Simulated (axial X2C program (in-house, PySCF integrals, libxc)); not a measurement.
# A run on ZrNC without results

A two-component calculation with an in-house all-electron X2C program for linear molecules (integrals from PySCF).

Input and command:
```json
{"zs": [40, 7, 6], "q": 0, "bas": ["dyall-v3z", "dyall-av3z", "dyall-v3z"], "r0": [2.2, 1.17], "symm": 0, "scan": ["PBE0", "HF", "r2SCAN"], "levels": ["PBE0", "HF", "BHandHLYP"], "nst": 2}
```
```bash
python solin.py task.json out
```

Keys: zs atomic numbers; q charge; bas basis sets; r0 starting distance in Å; symm equal bonds; scan levels of the two-bond scan; levels methods; nst determinants followed.

Outcome:

The PBE0 geometry search stopped without converging.
